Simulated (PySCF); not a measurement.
# How methods differ on the ionisation energy of Hg³⁺

Hg³⁺ [Xe] 4f14 5d9 [5d3/2^4 5d5/2^5, M_J = 5/2] → Hg⁴⁺ [Xe] 4f14 5d8 [5d3/2^4 5d5/2^4, M_J = 4], as a difference of total energies. All numbers are calculated (PySCF 2.14, the two-component X2C-1e Hamiltonian, in x2c-QZVPPall-2c (16s16p12d7f2g, 191 functions)). Correlated levels: [Kr] 4d10 4f14 frozen; the 58 highest virtual spinors dropped. "Screened" scales the spin-orbit matrix elements by Boettger's factors to mimic the two-electron term; Breit and QED terms are absent.

```tsv
method	ionisation energy (eV)
GHF (spin-free)	46.964
GMP2 (spin-free)	48.547
GHF (screened spin-orbit)	46.286
GMP2 (screened spin-orbit)	47.840
```

Question: How much does correlation contribute at GMP2 (screened spin-orbit)?

Answer: 47.840 − (46.286) = 1.554 eV, measured against GHF (screened spin-orbit).

The spin-free rows relax to the high-spin LS determinant and lack the spin-orbit shift.

The labels give the starting determinants; with spin-orbit coupling the two ends relaxed to ⟨J²⟩ = 8.77, ⟨L²⟩ = 6.20, ⟨S²⟩ = 0.93 and ⟨J²⟩ = 20.01, ⟨L²⟩ = 12.55, ⟨S²⟩ = 2.08.

For comparison: 48.55 ± 0.15 eV (measured; NIST Atomic Spectra Database, ionization energies).
